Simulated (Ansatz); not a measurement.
Cl$_{2}$HO$_{2}$Ta (`[O]=[Ta]([OH])([Cl])[Cl]`) from Hartree–Fock to CCSD(T)

```xyz
6

O     0.6764   -0.5259    1.8172
Ta   -0.1105   -0.2436    0.3297
O     1.0086    0.9569   -0.6017
Cl   -0.3119   -2.2303   -0.8057
Cl   -2.1689    0.6935    0.7316
H     0.9063    1.3493   -1.4712
```

Charge 0, multiplicity 1. Correlated methods include outer-core shells of Ta, which these sets cover unevenly. Ta takes the def2 core potential. The geometry is a stationary point of PBE0-D4/def2-TZVP. It is one conformer, not always the lowest. Frozen core, restricted reference, Ansatz 0.2.0.

| basis | HF (Eh) | MP2 corr. | CCSD corr. | (T) | CCSD(T) total |
| --- | --- | --- | --- | --- | --- |
| def2-SVP | -1125.52386 | -0.94710 | -0.93683 | -0.03651 | -1126.49720 |
| def2-TZVPP | -1126.06094 | -1.27119 | -1.26175 | -0.06435 | -1127.38704 |
| def2-QZVPP | -1126.09418 | -1.39870 | – | – | – |
